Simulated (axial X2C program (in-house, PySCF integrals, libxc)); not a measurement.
Potential curves of GaS, spin-free

All values were computed with an in-house all-electron X2C program for linear molecules (integrals from PySCF). Spin-free means the one-electron spin-free X2C Hamiltonian. Basis: Ga dyall-cv3z [9s9p7d4f1g], S dyall-av3z [9s8p3d2f] (cores contracted in-house); Gaussian nuclei, density fitting, unrestricted open shells. Masses: Ga 68.926 u, S 31.972 u.

State: M_S = 1/2, Λ = 0 (beyond evenly filled blocks: σα). Energies in eV from the fragments at the same level (Ga + S). Fits are polynomials in 1 − R0/R over 0.85 to 1.23 times the lowest point R0.

```csv
R (Å),TPSSh,CCSD
1.8070,-2.7757,
1.8901,-3.3302,-2.7872
1.9524,-3.5598,-3.0587
2.0147,-3.6730,-3.2061
2.0770,-3.6998,-3.2613
2.1497,-3.6534,-3.2423
2.2224,-3.5504,-3.1625
2.3159,-3.3678,-3.0053
2.4301,-3.1069,
2.5962,-2.7088,
```

Correlated methods: 9 electrons correlated (number of frozen shells: Ga 3 s, 2 p, 1 d; S 2 s, 1 p), 259 virtual spin orbitals or spinors in MP2, 89 natural virtuals in coupled cluster.

The state is one determinant whose occupation by symmetry is held fixed; it was picked as the lowest of a PBE0 search that is not exhaustive. Dissociation energies refer to the lowest single-determinant-based atoms at the same level and basis. CCSD ran in a truncated set of natural virtual spinors with an MP2 remainder; without triples it tends to underbind. With the outer-core shells frozen, correlated bond lengths of heavy atoms tend to come out a few hundredths of an ångström too long. Spin-free De lacks the spin–orbit lowering of the heavy p-block atom, a tenth of an eV or more for 4p and 5p, up to an eV for 6p and one to two eV for 7p atoms, less what an open-shell molecule gains itself. Coupled cluster ran on the points near the minimum only. MP2 and coupled cluster on one determinant become unreliable at the stretched end.

Fit the TPSSh curve near its minimum: give the equilibrium distance, the harmonic wavenumber and the well depth.

At TPSSh, spin-free: Re = 2.069 Å, ωe ≈ 456 cm⁻¹, De = 3.70 eV to Ga + S; Be follows as 0.18 cm⁻¹.

Fit the CCSD curve near its minimum: give the equilibrium distance, the harmonic wavenumber and the well depth.

At CCSD, spin-free: Re = 2.095 Å, ωe ≈ 441 cm⁻¹, De = 3.26 eV to Ga + S; Be follows as 0.176 cm⁻¹.
